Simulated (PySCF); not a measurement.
3-methylthiophene (C5H6S), SMILES Cc1ccsc1.

Geometry: PBE0-D3(BJ)/def2-SVP.

Level of theory: PBE/def2-TZVP (PySCF).

Symmetry labels are those of the subgroup Cs that the program uses (full group Cs).

Computed valence orbital energies around the gap with their symmetry:
```tsv
orbital	symmetry	energy (eV)
HOMO−7	A'	-10.25
HOMO−6	A'	-9.77
HOMO−5	A'	-9.24
HOMO−4	A"	-8.91
HOMO−3	A'	-8.72
HOMO−2	A'	-8.19
HOMO−1	A"	-5.94
HOMO	A"	-5.63
LUMO	A"	-1.14
LUMO+1	A'	-0.07
LUMO+2	A"	0.32
LUMO+3	A'	0.77
```
